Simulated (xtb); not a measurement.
C$_{3}$H$_{5}$O$_{3}$ (SMILES [OH+]=C1OCCO1), charge +1, singlet, at a GFN2-xTB geometry; GFN1-xTB in xtb 6.7.1.

Here is a job for xtb.
```
$ xtb mol.xyz --gfn 1 --chrg 1 --json

# file mol.xyz
11

O      1.95748784    -0.27218951     0.25694050
C      0.71157370    -0.09779135     0.09291878
O     -0.11883146    -1.01392262     0.41561781
C     -1.45568286    -0.56035097     0.12812415
C     -1.22471823     0.85306571    -0.44647811
O      0.21108993     0.98360706    -0.39619007
H      2.54572447     0.46266413    -0.00759398
H     -2.02566280    -0.57340310     1.06081133
H     -1.90571494    -1.26033741    -0.58070798
H     -1.53967103     0.96714092    -1.48661242
H     -1.65968183     1.65443568     0.15576821
```

The log (banner, timings and long lists left out):

```
   ID    Z sym.   atoms
    1    8 O      1, 3, 6
    2    6 C      2, 4, 5
    3    1 H      7-11

           -------------------------------------------------
          |                Calculation Setup                |
           -------------------------------------------------

           -------------------------------------------------
          |                 G F N 1 - x T B                 |
           -------------------------------------------------

          ...................................................
          :                      SETUP                      :
          :.................................................:
          :  # basis functions                  34          :
          :  # atomic orbitals                  34          :
          :  # shells                           22          :
          :  # electrons                        34          :
          :  # halogen bonds                     0          :
          :  max. iterations                   250          :
          :  Hamiltonian                  GFN1-xTB          :
          :  restarted?                      false          :
          :  GBSA solvation                  false          :
          :  PC potential                    false          :
          :  electronic temp.          300.0000000     K    :
          :  accuracy                    1.0000000          :
          :  -> integral cutoff          0.2500000E+02      :
          :  -> integral neglect         0.1000000E-07      :
          :  -> SCF convergence          0.1000000E-05 Eh   :
          :  -> wf. convergence          0.2000000E-04 e    :
          :  Broyden damping             0.4000000          :
          :  net charge                          1          :
          :  unpaired electrons                  0          :
          ...................................................

 iter      E             dE          RMSdq      gap      omega  full diag
   1    -22.6823556 -0.226824E+02  0.764E+00    7.72       0.0  T
   2    -22.8428795 -0.160524E+00  0.443E+00    5.17       1.0  T
   3    -22.8455674 -0.268788E-02  0.201E+00    5.62       1.0  T
   4    -22.8502448 -0.467744E-02  0.172E-01    5.08       1.0  T
   5    -22.8505690 -0.324175E-03  0.484E-02    5.24       1.0  T
   6    -22.8505973 -0.282715E-04  0.103E-02    5.23       2.9  T
   7    -22.8505984 -0.111768E-05  0.174E-03    5.23      17.3  T
   8    -22.8505984 -0.662989E-08  0.639E-04    5.23      47.2  T
   9    -22.8505984 -0.557176E-08  0.105E-04    5.23     286.9  T
  10    -22.8505984 -0.100375E-09  0.699E-06    5.23    4316.5  T

   *** convergence criteria satisfied after 10 iterations ***

         :::::::::::::::::::::::::::::::::::::::::::::::::::::
         ::                     SUMMARY                     ::
         :::::::::::::::::::::::::::::::::::::::::::::::::::::
         :: total energy             -22.679687285078 Eh    ::
         :: gradient norm              0.010193585013 Eh/a0 ::
         :: HOMO-LUMO gap              5.234166198807 eV    ::
         ::.................................................::
         :: SCC energy               -22.850598415596 Eh    ::
         :: -> electrostatic           0.207475948737 Eh    ::
         :: repulsion energy           0.174016883664 Eh    ::
         :: dispersion energy         -0.003105753146 Eh    ::
         :: halogen bond corr.         0.000000000000 Eh    ::
         :: add. restraining           0.000000000000 Eh    ::
         :: total charge               1.000000000000 e     ::
         :::::::::::::::::::::::::::::::::::::::::::::::::::::

           -------------------------------------------------
          |                Property Printout                |
           -------------------------------------------------

    * Orbital Energies and Occupations

         #    Occupation            Energy/Eh            Energy/eV
[...]
         9        2.0000           -0.8512843             -23.1646
        10        2.0000           -0.8320840             -22.6422
        11        2.0000           -0.8309723             -22.6119
        12        2.0000           -0.8289958             -22.5581
        13        2.0000           -0.8131908             -22.1280
        14        2.0000           -0.7973750             -21.6977
        15        2.0000           -0.7586033             -20.6426
        16        2.0000           -0.7407142             -20.1559
        17        2.0000           -0.6982644             -19.0007 (HOMO)
        18                         -0.5059124             -13.7666 (LUMO)
        19                         -0.3560362              -9.6882
        20                         -0.3294447              -8.9646
        21                         -0.3252530              -8.8506
        22                         -0.2987975              -8.1307
        23                         -0.2617279              -7.1220
        24                         -0.2615430              -7.1169
        25                         -0.1981211              -5.3911
        26                         -0.1101121              -2.9963
        27                         -0.0413370              -1.1248
        28                         -0.0210549              -0.5729
       ...                                ...                  ...
        34                          0.2937505               7.9934
      -------------------------------------------------------------
                  HL-Gap            0.1923521 Eh            5.2342 eV
             Fermi-level           -0.6020884 Eh          -16.3837 eV

  Mulliken/CM5 charges         n(s)   n(p)   n(d)
     1O    -0.38321 -0.57530   1.650  4.734  0.000
     2C     0.79761  0.88213   0.879  2.323  0.000
     3O    -0.30220 -0.38053   1.661  4.641  0.000
     4C     0.16950  0.09196   1.029  2.801  0.000
     5C     0.17196  0.09417   1.029  2.799  0.000
     6O    -0.33971 -0.42068   1.672  4.668  0.000
     7H     0.45919  0.63068   0.541  0.000  0.000
     8H     0.10771  0.17040   0.892  0.000  0.000
     9H     0.10771  0.17040   0.892  0.000  0.000
    10H     0.10572  0.16839   0.894  0.000  0.000
    11H     0.10572  0.16839   0.894  0.000  0.000

Wiberg/Mayer (AO) data.
largest (>0.10) Wiberg bond orders for each atom

 ---------------------------------------------------------------------------
     #   Z sym  total        # sym  WBO       # sym  WBO       # sym  WBO
 ---------------------------------------------------------------------------
     1   8 O    2.238 --     2 C    1.281     7 H    0.775
     2   6 C    3.832 --     1 O    1.281     3 O    1.266     6 O    1.233
     3   8 O    2.325 --     2 C    1.266     4 C    0.863
     4   6 C    3.824 --     5 C    0.995     8 H    0.964     9 H    0.964
                             3 O    0.863
     5   6 C    3.821 --     4 C    0.995    11 H    0.965    10 H    0.965
                             6 O    0.857
     6   8 O    2.289 --     2 C    1.233     5 C    0.857
     7   1 H    0.794 --     1 O    0.775
     8   1 H    0.995 --     4 C    0.964
     9   1 H    0.995 --     4 C    0.964
    10   1 H    0.996 --     5 C    0.965
    11   1 H    0.996 --     5 C    0.965
 ---------------------------------------------------------------------------

Topologies differ in total number of bonds
Writing topology from bond orders to xtbtopo.mol

 dipole moment from electron density (au)
     X       Y       Z
  -0.2619   0.8353  -0.3687  total (Debye):    2.414

           -------------------------------------------------
          | TOTAL ENERGY              -22.679687285078 Eh   |
          | GRADIENT NORM               0.010193585013 Eh/α |
          | HOMO-LUMO GAP               5.234166198807 eV   |
           -------------------------------------------------

normal termination of xtb
```
